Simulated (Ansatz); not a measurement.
One change: `[F][Ti]([F])([Cl])[I]` becomes `[F][Ti]([F])([Cl])[Cl]`.

Ansatz, PBE0-D4/def2-TZVP geometries, multiplicity 1. 

Elements past krypton have def2 core potentials. Scalar relativity is left out up to krypton. Spin–orbit coupling is left out; it splits and shifts lone-pair levels of the heavy atoms by tenths of an eV.

| property | `[F][Ti]([F])([Cl])[I]` |
| --- | --- |
| size of the dipole moment (B3LYP/def2-TZVPP) / D | 0.70 |
| HOMO energy (ωB97M-V/def2-TZVPP) / eV | -10.49 |
| ideal-gas entropy at 298 K and 1 bar (rigid rotor, harmonic PBE0-D4/def2-TZVP) / J/(mol·K) | 371 |
| zero-point energy (PBE0-D4/def2-TZVP) / kJ/mol | 18.7 |
| LUMO energy (PBE/def2-TZVPP) / eV | -4.38 |
| size of the dipole moment (ωB97M-V/def2-TZVPP) / D | 0.38 |

(1) What does the change do to each property? (An estimate is asked.)

Results:

(1) Ansatz gave: 
| property | `[F][Ti]([F])([Cl])[Cl]` | shift |
| --- | --- | --- |
| size of the dipole moment (B3LYP/def2-TZVPP) / D | 0.32 | -0.38 |
| HOMO energy (ωB97M-V/def2-TZVPP) / eV | -12.06 | -1.57 |
| ideal-gas entropy at 298 K and 1 bar (rigid rotor, harmonic PBE0-D4/def2-TZVP) / J/(mol·K) | 345 | -26 |
| zero-point energy (PBE0-D4/def2-TZVP) / kJ/mol | 20.3 | 1.6 |
| LUMO energy (PBE/def2-TZVPP) / eV | -4.40 | -0.02 |
| size of the dipole moment (ωB97M-V/def2-TZVPP) / D | 0.20 | -0.18 |

Dipoles are sizes alone; their direction can turn.

B3LYP here is the variant with VWN-RPA as its local correlation; programs differ in this.
